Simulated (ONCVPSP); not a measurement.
## What one change does to a pseudopotential (La, ONCV)

La, optimised norm-conserving Vanderbilt (ONCV), made with ONCVPSP 4.0.1 (LDA (Perdew-Zunger), scalar-relativistic). Core [Kr] 4d10, reference 5s2 5p6 5d1 6s2. Waves: 5s+6s: rc 2.15 bohr, ncon 4, nbas 8, qcut 5.2 1/bohr, 2 projectors; 5p: rc 1.70 bohr, ncon 3, nbas 6, qcut 5.1 1/bohr, 2 projectors, debl 3.6 Ha; 5d: rc 3.55 bohr, ncon 3, nbas 8, qcut 5.3 1/bohr, 2 projectors, debl 3.7 Ha; f scattering state at 0.03 Ha: rc 3.30 bohr, ncon 5, nbas 10, qcut 3.5 1/bohr, 1 projector. Local part: polynomial inside 1.35 bohr (lpopt 5, dvloc0 0 Ha). Core correction: Teter function, fcfact 2.5, rcfact 1.1.

In the f channel the program set the typed energies aside and used -0.168 Ha.

All-electron outer shells of the reference configuration (LDA (Perdew-Zunger), scalar-relativistic, ld1.x):

| shell | level (eV) | outermost node (bohr) | outermost maximum (bohr) |
| --- | --- | --- | --- |
| 5s | -39.06 | 0.77 | 1.41 |
| 5p | -22.48 | 0.83 | 1.58 |
| 6s | -3.82 | 1.86 | 3.74 |
| 5d | -3.21 | 0.95 | 2.24 |

Change: all radii but the core radius scaled by about 1.29 (s 2.78, p 2.20, d 4.58, f 4.26 bohr); local potential polynomial inside 1.74 bohr (lpopt 5, dvloc0 0 Ha).

Cutoffs: the cutoffs (Ha) at which the residual kinetic energy of the hardest occupied pseudo-wave falls to 1 and 0.1 mHa per electron; they do not see the model core or the augmentation charge, which bear on the density cutoff. Errors are all-electron minus pseudo energies relative to the spin-unpolarised reference configuration.

Question: Predict the effect on cutoff, ghosts and configuration errors.

Answer: The potential gets softer (13 Ha and 35 Ha → 8.8 Ha and 11 Ha); the bound ghost in s disappears; the lowest positive-energy flag moves from p at 157.0 eV to s at 51.7 eV; of the 4 tests that both files solve, the error grows in 3 and shrinks in 1 by more than 15 % and 0.3 meV (median size 2.6 → 18.8 meV). A larger radius leaves more room for a smooth pseudo-wave, so fewer plane waves are needed.

```tsv
quantity	base	changed
cutoff, loose	13 Ha	8.8 Ha
cutoff, tight	35 Ha	11 Ha
loose cutoff by channel	s 10 Ha, p 13 Ha, d 5.9 Ha	s 7.5 Ha, p 8.8 Ha, d 4.8 Ha
bound ghosts	s	none
GHOST(+) flags under 300 eV	p at 157.0 eV	s at 51.7 eV, d at 94.6 eV, d at 152.9 eV
error for 5s2 5p6 5d1 6s1, meV [ΔE 6.16 eV]	-0.9	-5.0
error for 5s2 5p6 5d1 6s0, meV [ΔE 17.31 eV]	-2.6	-33
error for 5s2 5p6 5d0 6s0, meV [ΔE 36.42 eV]	+2.7	+53
error for 5s2 5p6 5d2 6s0, meV [ΔE 6.31 eV]	-3.9	+2.8
rms error of d²Exc/dni dnj with the model core, mHa	2.34	2.10
```

Base: The cutoffs count occupied waves only; projector 1 of the f channel, the hardest unoccupied one, needs 38 Ha at the loose tolerance. A true bound ghost makes a file unfit for plane-wave use even where its test errors are small: the radial tests pick states by their node count and pass the ghost by.
